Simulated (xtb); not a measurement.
C$_{4}$H$_{5}$, charge -1, singlet, geometry from GFN2-xTB; xtb with GFN1-xTB.

The xtb input:
```
$ xtb mol.xyz --gfn 1 --chrg -1 --json

# file mol.xyz
9

C     -0.00477750    -0.00846867     0.42733059
C     -0.00174017    -0.76951404    -0.83385328
C      0.02025666     0.75423460    -0.88448337
C     -0.02048610    -0.11308971     1.73328716
H     -0.90781767    -1.26894023    -1.19210447
H      0.89751813    -1.29434815    -1.17242457
H      0.93628317     1.22602460    -1.25140807
H     -0.87391678     1.25150097    -1.27114099
H     -0.01158415     0.90678977     2.23339151
```

Problem. Predict the main parts of the log of this xtb run.

Solution. 
```
   ID    Z sym.   atoms
    1    6 C      1-4
    2    1 H      5-9

           -------------------------------------------------
          |                Calculation Setup                |
           -------------------------------------------------

           -------------------------------------------------
          |                 G F N 1 - x T B                 |
           -------------------------------------------------

          ...................................................
          :                      SETUP                      :
          :.................................................:
          :  # basis functions                  26          :
          :  # atomic orbitals                  26          :
          :  # shells                           18          :
          :  # electrons                        22          :
          :  # halogen bonds                     0          :
          :  max. iterations                   250          :
          :  Hamiltonian                  GFN1-xTB          :
          :  restarted?                      false          :
          :  GBSA solvation                  false          :
          :  PC potential                    false          :
          :  electronic temp.          300.0000000     K    :
          :  accuracy                    1.0000000          :
          :  -> integral cutoff          0.2500000E+02      :
          :  -> integral neglect         0.1000000E-07      :
          :  -> SCF convergence          0.1000000E-05 Eh   :
          :  -> wf. convergence          0.2000000E-04 e    :
          :  Broyden damping             0.4000000          :
          :  net charge                         -1          :
          :  unpaired electrons                  0          :
          ...................................................

 iter      E             dE          RMSdq      gap      omega  full diag
   1    -11.3307432 -0.113307E+02  0.984E+00    4.39       0.0  T
   2    -11.3851619 -0.544187E-01  0.576E+00    3.90       1.0  T
   3    -11.3853985 -0.236683E-03  0.142E+00    3.99       1.0  T
   4    -11.3856488 -0.250270E-03  0.864E-02    3.95       1.0  T
   5    -11.3856607 -0.118699E-04  0.258E-02    3.95       1.3  T
   6    -11.3856612 -0.540253E-06  0.240E-03    3.95      13.9  T
   7    -11.3856612 -0.630476E-08  0.526E-04    3.95      63.4  T
   8    -11.3856612 -0.685098E-09  0.712E-05    3.95     468.1  T
   9    -11.3856612 -0.219735E-11  0.212E-05    3.95    1570.3  T

   *** convergence criteria satisfied after 9 iterations ***

         :::::::::::::::::::::::::::::::::::::::::::::::::::::
         ::                     SUMMARY                     ::
         :::::::::::::::::::::::::::::::::::::::::::::::::::::
         :: total energy             -11.213906682342 Eh    ::
         :: gradient norm              0.032443049711 Eh/a0 ::
         :: HOMO-LUMO gap              3.950182861852 eV    ::
         ::.................................................::
         :: SCC energy               -11.385661233669 Eh    ::
         :: -> electrostatic           0.130081249801 Eh    ::
         :: repulsion energy           0.174048585557 Eh    ::
         :: dispersion energy         -0.002294034231 Eh    ::
         :: halogen bond corr.         0.000000000000 Eh    ::
         :: add. restraining           0.000000000000 Eh    ::
         :: total charge              -1.000000000000 e     ::
         :::::::::::::::::::::::::::::::::::::::::::::::::::::

           -------------------------------------------------
          |                Property Printout                |
           -------------------------------------------------

    * Orbital Energies and Occupations

         #    Occupation            Energy/Eh            Energy/eV
      -------------------------------------------------------------
         1        2.0000           -0.4386830             -11.9372
         2        2.0000           -0.3943977             -10.7321
         3        2.0000           -0.3636918              -9.8966
         4        2.0000           -0.3467789              -9.4363
         5        2.0000           -0.3307544              -9.0003
         6        2.0000           -0.2860215              -7.7830
         7        2.0000           -0.2687513              -7.3131
         8        2.0000           -0.2365597              -6.4371
         9        2.0000           -0.2103108              -5.7228
        10        2.0000           -0.1622604              -4.4153
        11        2.0000           -0.1024329              -2.7873 (HOMO)
        12                          0.0427336               1.1628 (LUMO)
        13                          0.0812326               2.2105
        14                          0.0846851               2.3044
        15                          0.1145291               3.1165
        16                          0.1457365               3.9657
        17                          0.1557864               4.2392
        18                          0.1795267               4.8852
        19                          0.3645402               9.9196
        20                          0.4136247              11.2553
        21                          0.4534380              12.3387
        22                          0.5425856              14.7645
       ...                                ...                  ...
        26                          1.0046702              27.3385
      -------------------------------------------------------------
                  HL-Gap            0.1451665 Eh            3.9502 eV
             Fermi-level           -0.0298496 Eh           -0.8122 eV

  Mulliken/CM5 charges         n(s)   n(p)   n(d)
     1C     0.02121  0.00601   1.048  2.931  0.000
     2C    -0.10180 -0.20183   0.985  3.117  0.000
     3C    -0.13263 -0.23307   0.990  3.143  0.000
     4C    -0.59940 -0.64279   1.333  3.266  0.000
     5H    -0.03436  0.01855   1.034  0.000  0.000
     6H    -0.03436  0.01855   1.034  0.000  0.000
     7H    -0.03378  0.01894   1.034  0.000  0.000
     8H    -0.03378  0.01894   1.034  0.000  0.000
     9H    -0.05111 -0.00330   1.051  0.000  0.000

Wiberg/Mayer (AO) data.
largest (>0.10) Wiberg bond orders for each atom

 ---------------------------------------------------------------------------
     #   Z sym  total        # sym  WBO       # sym  WBO       # sym  WBO
 ---------------------------------------------------------------------------
     1   6 C    3.912 --     4 C    2.044     2 C    0.955     3 C    0.890
     2   6 C    3.914 --     6 H    0.976     5 H    0.976     1 C    0.955
                             3 C    0.948
     3   6 C    3.890 --     8 H    0.979     7 H    0.979     2 C    0.948
                             1 C    0.890
     4   6 C    3.208 --     1 C    2.044     9 H    0.996
     5   1 H    1.014 --     2 C    0.976
     6   1 H    1.014 --     2 C    0.976
     7   1 H    1.014 --     3 C    0.979
     8   1 H    1.014 --     3 C    0.979
     9   1 H    1.042 --     4 C    0.996
 ---------------------------------------------------------------------------

Topologies differ in total number of bonds
Writing topology from bond orders to xtbtopo.mol

 dipole moment from electron density (au)
     X       Y       Z
   0.0317   0.5445  -2.2025  total (Debye):    5.767

           -------------------------------------------------
          | TOTAL ENERGY              -11.213906682342 Eh   |
          | GRADIENT NORM               0.032443049711 Eh/α |
          | HOMO-LUMO GAP               3.950182861852 eV   |
           -------------------------------------------------

normal termination of xtb
```
